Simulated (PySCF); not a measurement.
C3H9NSi2. Atoms are numbered in the order given.

```xyz
15

C      0.6792    -2.5640     0.0000
C      0.3973    -1.0863     0.0000
C      1.3505    -0.1269     0.0000
Si     0.7366     1.6454     0.0000
N     -0.9788     1.3102     0.0000
Si    -1.3625    -0.3897     0.0000
H      1.7598    -2.7773     0.0000
H      0.2310    -3.0520     0.8832
H      0.2310    -3.0520    -0.8832
H      2.4135    -0.4074     0.0000
H      1.1928     2.4190    -1.1970
H      1.1928     2.4190     1.1970
H     -1.6850     2.0381     0.0000
H     -2.1413    -0.8374     1.1975
H     -2.1413    -0.8374    -1.1975
```
Charge 0, spin multiplicity 1.

The structure is a stationary point at B3LYP-D3(BJ)/def2-SVP. The structure was generated by enumeration, and PubChem lists no compound with its InChIKey, so it may never have been made.

Calculation: PySCF with KT2/pcSseg-1.

GIAO shieldings, no solvent; atoms alike by connectivity are averaged. δ = σ(ref) − σ: ¹³C against TMS (σ = 185.1 ppm); ²⁹Si against TMS (σ = 361.9 ppm); ¹⁵N against NH3 (σ = 266.2 ppm); ¹H against TMS (σ = 31.47 ppm), references at their B3LYP-D3(BJ)/def2-TZVP geometries, non-relativistic.

**Question.** Estimate the chemical shifts. (The exact figures need the calculation; the answer reports its results.)

**Answer.** 
```tsv
nucleus	atoms	count	δ (ppm)
¹³C	C2	1	159.2
¹³C	C3	1	136.9
¹³C	C1	1	28.7
²⁹Si	Si4	1	-22.3
²⁹Si	Si6	1	-26.6
¹⁵N	N5	1	2.8
¹H	H10	1	6.88
¹H	H11, H12	2	5.73
¹H	H14, H15	2	5.62
¹H	H7, H8, H9	3	2.52
¹H	H13	1	-0.24
```
